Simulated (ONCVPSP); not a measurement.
# Which change was made? (Hf, ONCV)

| Item | Value |
| --- | --- |
| Element | Hf |
| Generator | ONCVPSP 4.0.1 |
| Type | optimised norm-conserving Vanderbilt (ONCV) |
| Functional | PBE |
| Relativity | scalar-relativistic |
| Frozen core | [Kr] 4d10 4f14 |
| Valence charge | 12 |
| Reference configuration | 5s2 5p6 5d2.5 6s1.5 |
| Partial waves | 5s+6s: rc 2.05 bohr, ncon 4, nbas 7, qcut 5.1 1/bohr, 2 projectors; 5p: rc 2.00 bohr, ncon 5, nbas 9, qcut 6.8 1/bohr, 2 projectors, debl 2.9 Ha; 5d: rc 2.95 bohr, ncon 3, nbas 7, qcut 5.4 1/bohr, 2 projectors, debl 1.7 Ha |
| Local potential | polynomial inside 1.95 bohr (lpopt 5, dvloc0 6 Ha) |
| Core correction | Teter function, fcfact 5.75, rcfact 1.25 |

Cutoffs, loose and tight: the cutoffs (Ha) at which the residual kinetic energy of the hardest occupied pseudo-wave falls to 1 and 0.1 mHa per electron. They do not see the model core or the augmentation charge, which bear on the density cutoff. Test errors are all-electron minus pseudo excitation energies from the reference, over the configurations 5s2 5p6 5d2 6s2; 5s2 5p6 5d2 6s1; 5s2 5p6 5d2 6s0; 5s2 5p6 5d3 6s1; variants that change the core or the reference have their own tests.

The base gives: outcome: generated; cutoff, loose: 14 Ha; cutoff, tight: 19 Ha; bound ghosts: none; GHOST(+) flags above zero: none; largest test error (meV): +5.5.

Problem. After one change the result is: outcome: generated; cutoff, loose: 41 Ha; cutoff, tight: 95 Ha; bound ghosts: none; GHOST(+) flags above zero: none; largest test error (meV): +10. Which change was it?
A. all radii but the core radius scaled by about 0.77 (s 1.58, p 1.54, d 2.28 bohr); local potential polynomial inside 1.50 bohr (lpopt 5, dvloc0 6 Ha)
B. all radii but the core radius scaled by about 1.22 (s 2.50, p 2.44, d 3.60 bohr); local potential polynomial inside 2.38 bohr (lpopt 5, dvloc0 6 Ha)
C. all radii but the core radius scaled by about 0.94 (s 1.92, p 1.88, d 2.76 bohr); local potential polynomial inside 1.82 bohr (lpopt 5, dvloc0 6 Ha)

Solution. A. The others give: all radii but the core radius scaled by about 0.94 (s 1.92, p 1.88, d 2.76 bohr); local potential polynomial inside 1.82 bohr (lpopt 5, dvloc0 6 Ha) → outcome: generated; cutoff, loose: 16 Ha; cutoff, tight: 21 Ha; bound ghosts: none; GHOST(+) flags above zero: none; largest test error (meV): +7.0 | all radii but the core radius scaled by about 1.22 (s 2.50, p 2.44, d 3.60 bohr); local potential polynomial inside 2.38 bohr (lpopt 5, dvloc0 6 Ha) → outcome: generated; cutoff, loose: 10 Ha; cutoff, tight: 12 Ha; bound ghosts: none; GHOST(+) flags above zero: none; largest test error (meV): +6.5.
